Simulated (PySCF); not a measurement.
BeF₂: bending curve

Level of theory: PySCF, PBE0, basis Be def2-TZVP, F def2-TZVP (no relativity, density fitting).

Rigid scan from the singlet minimum (Be–F 1.378 Å (×2); F–Be–F 180.0°). Coordinate: the F–Be–F angle, bonds fixed. Energies in kJ/mol from the minimum.

**Question.** Predict the curve at 80, 90, 100, 110, 120, 130, 140, 150, 160, 170, 180.

**Answer.** 
| bond angle (°) | E (kJ/mol) | dipole size (D) |
| --- | --- | --- |
| 80 | 455.6 | 5.57 |
| 90 | 297.3 | 5.13 |
| 100 | 201.6 | 4.65 |
| 110 | 138.5 | 4.16 |
| 120 | 94.4 | 3.63 |
| 130 | 62.3 | 3.07 |
| 140 | 38.3 | 2.48 |
| 150 | 20.8 | 1.88 |
| 160 | 9.0 | 1.26 |
| 170 | 2.2 | 0.63 |
| 180 | 0.0 | 0.00 |

Other isomers or separated fragments may lie lower.
